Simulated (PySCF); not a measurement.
**Rb (rubidium, neutral) across methods**

[Kr] 4d1, 2D determinant (an excited configuration). All numbers are calculated (PySCF 2.14, scalar relativity by spin-free X2C-1e, in aug-cc-pwCVTZ-X2C).

```json
{"method": "PBE", "E (hartree)": "-2980.57", "mean ε 4p α (eV)": "-16.963", "mean ε 4p β (eV)": "-16.880", "mean ε 4d α (eV)": "-0.941", "Σ⟨r²⟩ (bohr²)": "95.84", "⟨S²⟩": "0.750"}
{"method": "wB97M-V", "E (hartree)": "-2980.70", "mean ε 4p α (eV)": "-21.199", "mean ε 4p β (eV)": "-21.118", "mean ε 4d α (eV)": "-1.640", "Σ⟨r²⟩ (bohr²)": "105.1", "⟨S²⟩": "0.750"}
{"method": "UHF", "E (hartree)": "-2979.07112", "mean ε 4p α (eV)": "-23.810", "mean ε 4p β (eV)": "-23.769", "mean ε 4d α (eV)": "-1.627", "Σ⟨r²⟩ (bohr²)": "129.0", "⟨S²⟩": "0.750"}
{"method": "LDA", "E (hartree)": "-2976.92", "mean ε 4p α (eV)": "-17.005", "mean ε 4p β (eV)": "-16.926", "mean ε 4d α (eV)": "-0.873", "Σ⟨r²⟩ (bohr²)": "95.17", "⟨S²⟩": "0.750"}
{"method": "wB97X-V", "E (hartree)": "-2980.71", "mean ε 4p α (eV)": "-21.520", "mean ε 4p β (eV)": "-21.460", "mean ε 4d α (eV)": "-1.765", "Σ⟨r²⟩ (bohr²)": "103.6", "⟨S²⟩": "0.750"}
{"method": "r2SCAN", "E (hartree)": "-2980.93", "mean ε 4p α (eV)": "-17.604", "mean ε 4p β (eV)": "-17.532", "mean ε 4d α (eV)": "-0.862", "Σ⟨r²⟩ (bohr²)": "98.58", "⟨S²⟩": "0.750"}
{"method": "PBE0", "E (hartree)": "-2980.64", "mean ε 4p α (eV)": "-18.856", "mean ε 4p β (eV)": "-18.772", "mean ε 4d α (eV)": "-1.191", "Σ⟨r²⟩ (bohr²)": "99.16", "⟨S²⟩": "0.750"}
```

(1) Estimate the same row for B3LYP.

Results:

(1) E (hartree) = -2980.99; mean ε 4p α (eV) = -18.370; mean ε 4p β (eV) = -18.300; mean ε 4d α (eV) = -1.151; Σ⟨r²⟩ (bohr²) = 96.88; ⟨S²⟩ = 0.750.
